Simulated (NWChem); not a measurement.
# An input for doublet C2H6Te+

The species is C2H6Te+ (9 atoms), meant as a doublet with charge +1. As SMILES of the parent species, `C[Te]C`. The shape is that of a PBE0-D4/def2-TZVP optimisation. That shape belongs to the parent species and isn't relaxed for this state.

```xyz
9

C    -0.7772    1.0191   -0.8912
Te    1.2436    0.3715   -0.6460
C     0.7821   -1.0339    0.8952
H    -1.3996    0.1800   -1.1962
H    -0.7815    1.7785   -1.6723
H    -1.1419    1.4516    0.0385
H     0.0941   -1.7865    0.5148
H     1.7165   -1.5104    1.1894
H     0.3526   -0.5162    1.7507
```

Settings wanted:

```
task                      : energy
method                    : HF
basis set                 : STO-3G
reference                 : UHF
SCF convergence threshold : 1e-08
iteration cap             : 80
symmetry                  : none
module                    : scf
```

Task: Give an NWChem 7.3.0 job that does this.

Result: One that was run (others would do as well):

c2h6te.nw:
```
start c2h6te
title "C2H6Te"
memory 2200 mb
charge 1
geometry units angstrom noautosym nocenter noautoz
  C     -0.777200     1.019100    -0.891200
  Te     1.243600     0.371500    -0.646000
  C      0.782100    -1.033900     0.895200
  H     -1.399600     0.180000    -1.196200
  H     -0.781500     1.778500    -1.672300
  H     -1.141900     1.451600     0.038500
  H      0.094100    -1.786500     0.514800
  H      1.716500    -1.510400     1.189400
  H      0.352600    -0.516200     1.750700
end
basis spherical bse
  * library STO-3G
end
scf
  nopen 1
  uhf
  thresh 1e-08
  maxiter 80
end
task scf energy
```

```bash
$ nwchem c2h6te.nw > c2h6te.out
```

Calculated total energy: -6625.24265 Eh. The run is non-relativistic.
